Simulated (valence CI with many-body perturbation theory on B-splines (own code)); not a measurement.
## E1 transitions of Ta59+

Calculated by configuration interaction combined with many-body perturbation theory (CI+MBPT): four valence electrons over a frozen Dirac-Fock core [Ne], a basis of 11 s, 11 p, 9 d, 7 f, 5 g, 2 h, 1 i functions for each j, with the one-electron correlation potential Σ1 (screened to all orders), the two-electron term Σ2, the three-electron term Σ3, Breit, model QED; selected single and double excitations, second order for the rest (own B-spline code, finite nucleus).

No measured spectrum was set against this ion. As an estimate, large intervals hold to a few tenths of a per cent, small ones and those within an open d or f shell to about a per cent.

Lines 201 to 236 of 236 in falling wavelength, among levels below 1213.0 eV, chosen from the strongest by gf and those to the six lowest levels. Wavelengths and rates use the calculated energies. Electric multipoles are in the length gauge, E1 and E2 with the static RPA response of the core. Weak lines are less certain than strong ones. Lines between different terms over intervals too small for the method are left out, as are lines whose strength nearly cancels. The highest levels of a list are the least certain.

Levels are named by their leading jj configuration (3d3/2^4 stands for four electrons in 3d with j = 3/2), which in mixed levels can hold well under half, so a name can repeat and another be missing. Letters in brackets count levels of one name in rising energy.

| λ vac (nm) | Upper | Lower | A (s⁻¹) | S (a.u.) with core polarisation | S without |
| --- | --- | --- | --- | --- | --- |
| 1.985 | (3s 3p1/2 3p3/2 3d5/2) J=2 [c] | (3s^2 3p1/2 3d3/2) J=2 | 1.06e+10 | 2.05e-04 | 2.08e-04 |
| 1.973 | (3s^2 3d3/2^2) J=2 | (3s 3p1/2^2 3p3/2) J=1 | 2.54e+10 | 4.82e-04 | 4.89e-04 |
| 1.964 | (3s 3p1/2 3p3/2 3d5/2) J=3 [a] | (3s 3p1/2^2 3p3/2) J=2 | 8.82e+10 | 2.31e-03 | 2.35e-03 |
| 1.964 | (3s^2 3p3/2 3d5/2) J=2 | (3s^2 3p1/2 3p3/2) J=2 | 1.79e+10 | 3.35e-04 | 3.40e-04 |
| 1.962 | (3s 3p1/2 3p3/2 3d5/2) J=2 [d] | (3s^2 3p1/2 3d3/2) J=2 | 2.33e+09 | 4.34e-05 | 4.41e-05 |
| 1.955 | (3s 3p1/2 3p3/2 3d5/2) J=1 [b] | (3s 3p1/2^2 3p3/2) J=1 | 3.65e+10 | 4.03e-04 | 4.10e-04 |
| 1.936 | (3s^2 3p3/2 3d5/2) J=2 | (3s^2 3p1/2 3p3/2) J=1 | 5.36e+08 | 9.59e-06 | 9.76e-06 |
| 1.933 | (3s 3p1/2 3p3/2 3d5/2) J=3 [b] | (3s 3p1/2^2 3p3/2) J=2 | 3.32e+10 | 8.30e-04 | 8.42e-04 |
| 1.932 | (3s 3p1/2 3p3/2 3d5/2) J=1 [a] | (3s 3p1/2^2 3p3/2) J=2 | 3.96e+09 | 4.22e-05 | 4.29e-05 |
| 1.923 | (3s 3p1/2 3p3/2 3d5/2) J=2 [b] | (3s 3p1/2^2 3p3/2) J=2 | 5.89e+10 | 1.03e-03 | 1.05e-03 |
| 1.919 | (3s 3p1/2 3p3/2 3d5/2) J=1 [c] | (3s 3p1/2^2 3p3/2) J=1 | 2.43e+09 | 2.55e-05 | 2.59e-05 |
| 1.917 | (3s 3p1/2 3p3/2 3d5/2) J=0 [a] | (3s 3p1/2^2 3p3/2) J=1 | 3.87e+11 | 1.35e-03 | 1.37e-03 |
| 1.911 | (3s 3p1/2 3p3/2 3d5/2) J=2 [c] | (3s 3p1/2^2 3p3/2) J=1 | 2.19e+10 | 3.77e-04 | 3.83e-04 |
| 1.898 | (3s 3p1/2 3p3/2 3d5/2) J=0 [b] | (3s 3p1/2^2 3p3/2) J=1 | 1.20e+11 | 4.06e-04 | 4.12e-04 |
| 1.896 | (3s^2 3p3/2 3d5/2) J=3 | (3s^2 3p1/2 3p3/2) J=2 | 2.36e+09 | 5.56e-05 | 5.64e-05 |
| 1.891 | (3s^2 3d3/2^2) J=2 | (3s 3p1/2^2 3p3/2) J=2 | 4.61e+10 | 7.69e-04 | 7.80e-04 |
| 1.890 | (3s 3p1/2 3p3/2 3d5/2) J=3 [c] | (3s 3p1/2^2 3p3/2) J=2 | 7.54e+10 | 1.76e-03 | 1.79e-03 |
| 1.889 | (3s 3p1/2 3p3/2 3d5/2) J=2 [d] | (3s 3p1/2^2 3p3/2) J=1 | 3.08e+10 | 5.13e-04 | 5.21e-04 |
| 1.874 | (3s 3p1/2 3p3/2 3d5/2) J=1 [b] | (3s 3p1/2^2 3p3/2) J=2 | 3.94e+10 | 3.84e-04 | 3.90e-04 |
| 1.867 | (3s^2 3p3/2 3d5/2) J=1 | (3s^2 3p1/2 3p3/2) J=2 | 3.62e+10 | 3.49e-04 | 3.54e-04 |
| 1.858 | (3s^2 3d3/2 3d5/2) J=3 | (3s^2 3p1/2 3d3/2) J=2 | 7.77e+08 | 1.72e-05 | 1.74e-05 |
| 1.842 | (3s^2 3p3/2 3d5/2) J=1 | (3s^2 3p1/2 3p3/2) J=1 | 4.79e+09 | 4.43e-05 | 4.50e-05 |
| 1.841 | (3s 3p1/2 3p3/2 3d5/2) J=1 [c] | (3s 3p1/2^2 3p3/2) J=2 | 7.32e+09 | 6.76e-05 | 6.86e-05 |
| 1.837 | (3s 3p1/2 3p3/2 3d5/2) J=3 [d] | (3s 3p1/2^2 3p3/2) J=2 | 8.66e+09 | 1.86e-04 | 1.88e-04 |
| 1.834 | (3s 3p1/2 3p3/2 3d5/2) J=2 [c] | (3s 3p1/2^2 3p3/2) J=2 | 8.55e+09 | 1.30e-04 | 1.32e-04 |
| 1.814 | (3s 3p1/2 3p3/2 3d5/2) J=2 [d] | (3s 3p1/2^2 3p3/2) J=2 | 6.57e+10 | 9.68e-04 | 9.82e-04 |
| 1.725 | (3s^2 3d3/2 3d5/2) J=3 | (3s 3p1/2^2 3p3/2) J=2 | 3.29e+09 | 5.84e-05 | 5.93e-05 |
| 1.472 | (3s 3p3/2^3) J=2 | (3s^2 3p1/2 3p3/2) J=2 | 5.34e+09 | 4.21e-05 | 4.27e-05 |
| 1.456 | (3s 3p3/2^3) J=2 | (3s^2 3p1/2 3p3/2) J=1 | 3.87e+08 | 2.95e-06 | 2.99e-06 |
| 1.456 | (3s 3p1/2 3p3/2^2) J=1 [a] | (3s^2 3p1/2^2) J=0 | 9.80e+08 | 4.48e-06 | 4.54e-06 |
| 1.437 | (3s 3p1/2 3p3/2^2) J=1 [b] | (3s^2 3p1/2^2) J=0 | 6.24e+09 | 2.74e-05 | 2.78e-05 |
| 1.416 | (3s 3p3/2^3) J=1 | (3s^2 3p1/2 3p3/2) J=2 | 6.01e+08 | 2.53e-06 | 2.56e-06 |
| 1.402 | (3s 3p3/2^3) J=1 | (3s^2 3p1/2 3p3/2) J=1 | 5.80e+09 | 2.36e-05 | 2.40e-05 |
| 1.365 | (3s^2 3p3/2 3d3/2) J=1 | (3s^2 3p1/2^2) J=0 | 7.79e+08 | 2.93e-06 | 2.98e-06 |
| 1.242 | (3s^2 3p3/2 3d5/2) J=1 | (3s^2 3p1/2^2) J=0 | 2.53e+09 | 7.16e-06 | 7.29e-06 |
| 1.025 | (3s 3p3/2^3) J=1 | (3s^2 3p1/2^2) J=0 | 8.07e+05 | 1.29e-09 | 1.30e-09 |
